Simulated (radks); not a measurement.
Results of a calculation; reference values are marked as such.
Spherical quantum dot in the effective-mass picture: electrons in a parabolic well V = omega^2 r^2 / 2 with omega = 0.856, all in effective atomic units (hartree* = m*/eps^2 hartree, bohr* = eps/m* bohr), one dielectric constant everywhere. Level of theory: non-relativistic Kohn-Sham, LDA (Slater exchange, Perdew-Wang correlation), spin-polarised, spherical densities (a radial shooting solver with Libxc functionals). Levels are named by radial order and angular momentum (1s, 1p, 1d, 2s, ...), and open shells are averaged over m.

N = 3, configuration 1s2 1p(up 1, down 0). This is the lowest configuration that the search found. Occupied and some empty levels:

| level | occupation | eigenvalue (hartree*) | <r> (bohr*) |
|---|---|---|---|
| 1s up | 1 | 2.6949 | 1.368 |
| 1s down | 1 | 2.7494 | 1.362 |
| 1p up | 1 | 3.3813 | 1.755 |
| 1p down | 0 | 3.4409 | 1.759 |
| 1d up | 0 | 4.1199 | 2.059 |
| 1d down | 0 | 4.1757 | 2.069 |
| 2s up | 0 | 4.2093 | 1.892 |
| 2s down | 0 | 4.2484 | 1.902 |
| 1f up | 0 | 4.8914 | 2.320 |
| 1f down | 0 | 4.9399 | 2.332 |

Energy (hartree*): total 6.44911, kinetic 1.9653, external 2.8317, Hartree 2.6985, exchange-correlation -1.0464.
